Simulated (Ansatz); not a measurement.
Sn₂Se₂ (the lowest singlet isomer of a short search). Charge 0, multiplicity 1. Geometry PBE-D4/def2-SVP, basis def2-TZVP, Ansatz.

Cartesian coordinates in Å:
```
Sn -0.959 -0.387 -1.385
Sn 1.266 0.638 0.988
Se -1.160 1.497 0.444
Se 0.852 -1.748 -0.047
```

```json
{"run": "A", "HOMO (eV)": "-6.27", "LUMO (eV)": "-2.77"}
{"run": "B", "HOMO (eV)": "-6.97", "LUMO (eV)": "-2.06"}
{"run": "C", "HOMO (eV)": "-8.43", "LUMO (eV)": "-0.89"}
{"run": "D", "HOMO (eV)": "-5.43", "LUMO (eV)": "-3.39"}
{"run": "E", "HOMO (eV)": "-5.66", "LUMO (eV)": "-3.37"}
```

In the def2 sets Sn takes a core potential; there is no spin–orbit coupling. LC-ωPBE has ω = 0.4 bohr⁻¹. The structure comes from a short search, and lower isomers may exist.

Problem. The runs used BHLYP, LC-ωPBE, PBE, PBE0, r2SCAN. Estimate which is which.

Solution. A PBE0 (25 % exact exchange); B BHLYP (50 % exact exchange); C LC-ωPBE (range-separated); D PBE (0 % exact exchange); E r2SCAN (0 % exact exchange). Exact exchange lowers occupied and raises empty levels; among semilocal functionals meta-GGAs tend to open the gap a little, and such runs are hard to tell apart. The gap grows from 2.04 eV (PBE) to 7.54 eV (LC-ωPBE).
